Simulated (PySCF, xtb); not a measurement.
C2H6ClFSi, SMILES Cl[C@H](F)C[SiH3].

GFN2-xTB (xtb 6.7.1) at its own geometry gives an orbital gap of 6.13 eV and a dipole moment of 2.22 D.

Geometry: B3LYP-D3(BJ)/def2-SVP. The structure was generated by enumeration; whether it is a known compound was not checked. Other conformers were not sampled.

Problem. What does M06-2X/def2-TZVP run with PySCF give? (An estimate is asked for; the answer gives what the named calculation found.)

Solution. gap 11.26 eV (levels -10.11 and 1.15 eV), dipole 2.24 D.
